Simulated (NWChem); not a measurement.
Correlation energy of ClGa

```xyz
2

Ga     0.0000     0.0000    -0.7909
Cl     0.0000     0.0000     1.4423
```
Charge 0, spin multiplicity 1.

The numbers come from NWChem runs, not from measurements. All single points use one geometry, from B3LYP/def2-SVP, a minimum by its harmonic frequencies.

Basis set: def2-TZVP. Each correlation energy counts from its own Hartree-Fock reference.

The Hamiltonian is non-relativistic. The correlated methods keep 14 core orbitals frozen. The structure started from a generated list of species. Coupled-cluster values serve here as a point of comparison, not as the truth.

One of these methods gave a correlation energy of -380.7 mHa. Which?
A) CR-CCSD[T]
B) SCS-MP2
C) MP2
D) CCSD

C, MP2. The others give -363.0 (SCS-MP2), -411.7 (CR-CCSD[T]), -396.6 (CCSD).
